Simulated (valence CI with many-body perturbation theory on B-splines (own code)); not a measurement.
## E1 line list for Ta XLI

Computed by relativistic CI+MBPT: five valence electrons over a frozen Dirac-Fock core [Ar] 3d10, a basis of 11 s, 11 p, 10 d, 8 f, 5 g, 2 h functions for each j, with the one-electron correlation potential Σ1, the two-electron term Σ2, the three-electron term Σ3, Breit, model QED; selected CI, second order for the rest, scaled by the run's own slope (own B-spline code, finite nucleus).

The last digits are not significant, and no measured levels were compared; by estimate large intervals hold to a few tenths of a per cent, small ones and those within an open d or f shell to about a per cent. Among the levels kept, up to 2100 cm⁻¹ of a level comes from second order outside the variational space, and about a tenth of that is noise between levels of different J, which matters for small intervals.

Lines 201 to 250 of 523 in falling wavelength, among levels below 524.36 eV, chosen from the strongest by gf and those to the six lowest levels. Wavelengths and rates use the calculated energies. Electric multipoles are in the length gauge with retardation, E1 and E2 with the static RPA response of the core. Weak lines are less certain than strong ones. Lines between different terms over intervals too small for the method are left out, as are lines whose strength nearly cancels. Where a level lies close to another of its J and parity, the split of strength between their lines is uncertain. The highest levels of a list are the least certain.

Levels are named by their leading jj configuration (3d3/2^4 stands for four electrons in 3d with j = 3/2), which in mixed levels can hold well under half, so a name can repeat and another be missing. Letters in brackets count levels of one name in rising energy.

| λ vac (nm) | Upper | Lower | A (s⁻¹) | S (a.u.) |
| --- | --- | --- | --- | --- |
| 6.565 | (4s^2 4p1/2 4p3/2 4f5/2) J=7/2 [b] | (4s^2 4p1/2 4p3/2 4d3/2) J=5/2 [b] | 1.19e+11 | 1.33e-01 |
| 6.564 | (4s 4p1/2 4p3/2^2 4d3/2) J=5/2 [c] | (4s^2 4p1/2 4p3/2 4d3/2) J=3/2 [a] | 5.00e+10 | 4.19e-02 |
| 6.559 | (4s 4p1/2 4p3/2^2 4d3/2) J=5/2 [c] | (4s^2 4p1/2 4p3/2 4d3/2) J=5/2 [a] | 1.12e+11 | 9.35e-02 |
| 6.553 | (4s^2 4p3/2^2 4f7/2) J=3/2 | (4s^2 4p3/2^2 4d3/2) J=3/2 [a] | 1.81e+11 | 1.01e-01 |
| 6.545 | (4s 4p1/2 4p3/2^2 4d5/2) J=5/2 [e] | (4s^2 4p1/2 4p3/2 4d5/2) J=5/2 [b] | 1.26e+11 | 1.05e-01 |
| 6.545 | (4s 4p1/2 4p3/2^2 4d5/2) J=3/2 [c] | (4s^2 4p1/2 4p3/2 4d5/2) J=1/2 | 4.37e+11 | 2.42e-01 |
| 6.542 | (4s 4p1/2 4p3/2^2 4d5/2) J=7/2 [f] | (4s^2 4p1/2 4p3/2 4d5/2) J=5/2 [b] | 9.61e+11 | 1.06e+00 |
| 6.536 | (4s 4p1/2 4p3/2^2 4d5/2) J=5/2 [e] | (4s^2 4p1/2 4p3/2 4d5/2) J=7/2 [b] | 1.62e+11 | 1.34e-01 |
| 6.530 | (4s 4p1/2^2 4p3/2 4d5/2) J=7/2 [a] | (4s^2 4p1/2^2 4d5/2) J=5/2 | 1.14e+11 | 1.25e-01 |
| 6.528 | (4s^2 4p3/2^2 4d5/2) J=5/2 [b] | (4s^2 4p3/2^3) J=3/2 | 9.45e+11 | 7.78e-01 |
| 6.528 | (4s^2 4p1/2 4p3/2 4f7/2) J=9/2 [b] | (4s^2 4p1/2 4p3/2 4d5/2) J=7/2 [a] | 9.92e+10 | 1.36e-01 |
| 6.505 | (4s 4p1/2 4p3/2^2 4d3/2) J=3/2 [g] | (4s^2 4p1/2 4p3/2 4d3/2) J=5/2 [b] | 5.98e+10 | 3.25e-02 |
| 6.501 | (4s 4p1/2 4p3/2^2 4d5/2) J=3/2 [c] | (4s^2 4p1/2 4p3/2 4d5/2) J=5/2 [b] | 1.06e+11 | 5.73e-02 |
| 6.500 | (4s 4p1/2^2 4p3/2 4d5/2) J=5/2 [b] | (4s 4p1/2^2 4p3/2^2) J=5/2 | 1.58e+11 | 1.28e-01 |
| 6.492 | (4s 4p1/2 4p3/2^2 4d5/2) J=5/2 [f] | (4s^2 4p1/2 4p3/2 4d5/2) J=3/2 [c] | 4.22e+11 | 3.42e-01 |
| 6.481 | (4s 4p1/2 4p3/2^2 4d5/2) J=3/2 [a] | (4s^2 4p1/2 4p3/2 4d5/2) J=5/2 [a] | 4.61e+11 | 2.48e-01 |
| 6.468 | (4s 4p1/2 4p3/2^2 4d3/2) J=5/2 [d] | (4s^2 4p1/2 4p3/2 4d3/2) J=7/2 | 1.60e+11 | 1.28e-01 |
| 6.467 | (4s 4p1/2 4p3/2^2 4d5/2) J=1/2 [c] | (4s^2 4p1/2 4p3/2 4d5/2) J=3/2 [c] | 3.75e+11 | 1.00e-01 |
| 6.464 | (4s 4p1/2 4p3/2^2 4d3/2) J=1/2 [d] | (4s^2 4p1/2 4p3/2 4d3/2) J=3/2 [b] | 2.81e+11 | 7.49e-02 |
| 6.463 | (4s 4p1/2 4p3/2^3) J=5/2 | (4s^2 4p1/2 4p3/2^2) J=5/2 | 5.78e+11 | 4.62e-01 |
| 6.461 | (4s 4p1/2 4p3/2^2 4d5/2) J=5/2 [a] | (4s^2 4p1/2 4p3/2 4d5/2) J=7/2 [a] | 1.09e+11 | 8.72e-02 |
| 6.454 | (4p1/2^2 4p3/2^3) J=3/2 | (4s 4p1/2^2 4p3/2^2) J=3/2 | 5.45e+11 | 2.89e-01 |
| 6.453 | (4s 4p1/2 4p3/2^2 4d5/2) J=7/2 [b] | (4s^2 4p1/2 4p3/2 4d5/2) J=5/2 [a] | 1.38e+11 | 1.46e-01 |
| 6.452 | (4s 4p1/2 4p3/2^2 4d5/2) J=5/2 [a] | (4s^2 4p1/2 4p3/2 4d5/2) J=3/2 [a] | 1.04e+11 | 8.28e-02 |
| 6.447 | (4s 4p1/2^2 4p3/2 4f5/2) J=7/2 | (4s 4p1/2^2 4p3/2 4d3/2) J=5/2 [a] | 9.91e+10 | 1.05e-01 |
| 6.440 | (4s^2 4p1/2 4p3/2 4d5/2) J=3/2 [c] | (4s^2 4p1/2 4p3/2^2) J=3/2 | 2.99e+11 | 1.58e-01 |
| 6.438 | (4s 4p1/2 4p3/2^2 4d5/2) J=3/2 [d] | (4s^2 4p1/2 4p3/2 4d5/2) J=3/2 [c] | 3.45e+11 | 1.82e-01 |
| 6.438 | (4s 4p1/2^2 4p3/2^2) J=1/2 | (4s^2 4p1/2^2 4p3/2) J=3/2 | 2.12e+11 | 5.57e-02 |
| 6.437 | (4s 4p1/2 4p3/2^2 4d5/2) J=7/2 [c] | (4s^2 4p1/2 4p3/2 4d5/2) J=5/2 [a] | 1.32e+11 | 1.39e-01 |
| 6.429 | (4s 4p1/2 4p3/2^2 4d5/2) J=5/2 [g] | (4s 4p1/2 4p3/2^3) J=5/2 | 5.91e+10 | 4.65e-02 |
| 6.420 | (4s 4p1/2 4p3/2^2 4d3/2) J=1/2 [b] | (4s^2 4p1/2 4p3/2 4d3/2) J=3/2 [a] | 3.55e+11 | 9.27e-02 |
| 6.408 | (4s^2 4p1/2 4p3/2 4f5/2) J=7/2 [a] | (4s^2 4p1/2 4p3/2 4d3/2) J=5/2 [a] | 3.10e+10 | 3.22e-02 |
| 6.399 | (4s 4p1/2 4p3/2^2 4d5/2) J=9/2 [c] | (4s^2 4p1/2 4p3/2 4d5/2) J=9/2 | 3.59e+11 | 4.65e-01 |
| 6.390 | (4s 4p1/2 4p3/2^2 4d5/2) J=5/2 [c] | (4s^2 4p1/2 4p3/2 4d5/2) J=5/2 [a] | 9.72e+10 | 7.51e-02 |
| 6.385 | (4s 4p1/2 4p3/2^3) J=3/2 | (4s^2 4p1/2 4p3/2^2) J=1/2 | 2.58e+11 | 1.33e-01 |
| 6.383 | (4p1/2^2 4p3/2^3) J=3/2 | (4s 4p1/2^2 4p3/2^2) J=1/2 | 1.42e+11 | 7.27e-02 |
| 6.380 | (4s^2 4p1/2 4p3/2 4f7/2) J=5/2 [a] | (4s^2 4p1/2 4p3/2 4d3/2) J=7/2 | 5.36e+10 | 4.12e-02 |
| 6.374 | (4s 4p1/2^2 4p3/2 4f5/2) J=5/2 | (4s 4p1/2^2 4p3/2 4d3/2) J=3/2 [a] | 1.65e+11 | 1.27e-01 |
| 6.367 | (4s 4p1/2^2 4p3/2^2) J=3/2 | (4s^2 4p1/2^2 4p3/2) J=3/2 | 4.25e+11 | 2.17e-01 |
| 6.366 | (4s 4p1/2 4p3/2^2 4d3/2) J=3/2 [d] | (4s^2 4p1/2 4p3/2 4d3/2) J=3/2 [a] | 6.30e+10 | 3.21e-02 |
| 6.364 | (4s 4p1/2 4p3/2^3) J=1/2 | (4s^2 4p1/2 4p3/2^2) J=1/2 | 7.26e+11 | 1.85e-01 |
| 6.363 | (4s 4p1/2 4p3/2^2 4d5/2) J=7/2 [g] | (4s^2 4p1/2 4p3/2 4d5/2) J=5/2 [b] | 7.06e+10 | 7.18e-02 |
| 6.360 | (4s 4p1/2 4p3/2^2 4d3/2) J=3/2 [d] | (4s^2 4p1/2 4p3/2 4d3/2) J=5/2 [a] | 4.57e+11 | 2.32e-01 |
| 6.356 | (4s 4p1/2^2 4p3/2 4f7/2) J=7/2 | (4s 4p1/2^2 4p3/2 4d3/2) J=7/2 | 4.13e+10 | 4.18e-02 |
| 6.354 | (4s 4p1/2 4p3/2^2 4d5/2) J=7/2 [g] | (4s^2 4p1/2 4p3/2 4d5/2) J=7/2 [b] | 4.90e+11 | 4.97e-01 |
| 6.347 | (4s 4p1/2 4p3/2^2 4d5/2) J=7/2 [b] | (4s^2 4p1/2 4p3/2 4d3/2) J=5/2 [b] | 1.04e+11 | 1.05e-01 |
| 6.346 | (4s 4p1/2^2 4p3/2 4f5/2) J=9/2 | (4s 4p1/2^2 4p3/2 4d3/2) J=7/2 | 3.92e+11 | 4.95e-01 |
| 6.346 | (4s 4p1/2 4p3/2^2 4d5/2) J=1/2 [c] | (4s^2 4p1/2 4p3/2 4d5/2) J=1/2 | 3.11e+11 | 7.84e-02 |
| 6.344 | (4s 4p1/2^2 4p3/2 4f5/2) J=5/2 | (4s 4p1/2^2 4p3/2 4d3/2) J=5/2 [a] | 3.67e+10 | 2.77e-02 |
| 6.334 | (4p1/2 4p3/2^4) J=1/2 | (4s 4p1/2 4p3/2^3) J=1/2 | 2.47e+11 | 6.19e-02 |
